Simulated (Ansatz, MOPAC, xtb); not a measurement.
The molecule RhF, multiplicity 3 (lowest of 2S+1 = 1, 3, 5 at CCSD(T)/def2-TZVPP on PBE0 minima; our sources give no spin for the ground state, which may be another). No spin–orbit coupling.

Constants: fifth-degree fit in 1/R to seven points, most abundant isotopes. Runs in def2 and cc sets follow the lowest solution found near the PBE0 minimum.

Run with Ansatz (a quantum-chemistry and plane-wave program); MOPAC for PM6 (differences of heats of formation); xtb for the GFN methods. Values without a source in brackets are computed. In def2 rows elements past Kr take small-core potentials, without spin–orbit coupling. The GFN methods have no spin term and hold the electronic entropy of 300 K.

```csv
level,r_e (Å),ω_e (cm⁻¹),α_e (cm⁻¹),B_e (cm⁻¹),dipole (D)
PM6,1.895,489,0.0046,0.293,-
GFN1-xTB,1.898,487,0.0017,0.292,-
GFN2-xTB,1.857,515,0.0020,0.305,-
SVWN5/def2-TZVPP,1.843,615,0.0023,0.309,3.52
PBE/def2-TZVPP,1.896,547,0.0023,0.292,3.89
r2SCAN/def2-TZVPP,1.920,561,0.0021,0.285,4.35
B97M-V/def2-TZVPP,1.929,551,0.0021,0.282,4.48
B3LYP/def2-TZVPP,1.916,539,0.0021,0.286,4.64
PBE0/def2-TZVPP,1.930,551,0.0020,0.282,4.78
BHLYP/def2-TZVPP,1.952,542,0.0019,0.276,5.49
CAM-B3LYP/def2-TZVPP,1.909,553,0.0020,0.288,4.90
wB97X-V/def2-TZVPP,1.913,550,0.0020,0.287,5.00
wB97M-V/def2-TZVPP,1.920,543,0.0020,0.285,5.03
B2PLYP/def2-TZVPP,1.939,546,0.0020,0.280,-
CCSD/def2-TZVPP,1.943,550,0.0019,0.278,-
CCSD(T)/def2-TZVPP,1.937,552,0.0020,0.280,-
```

Correlated levels freeze the inner cores; with def2 sets outer-core shells near the valence are correlated too. The state that PM6 reach isn't checked.
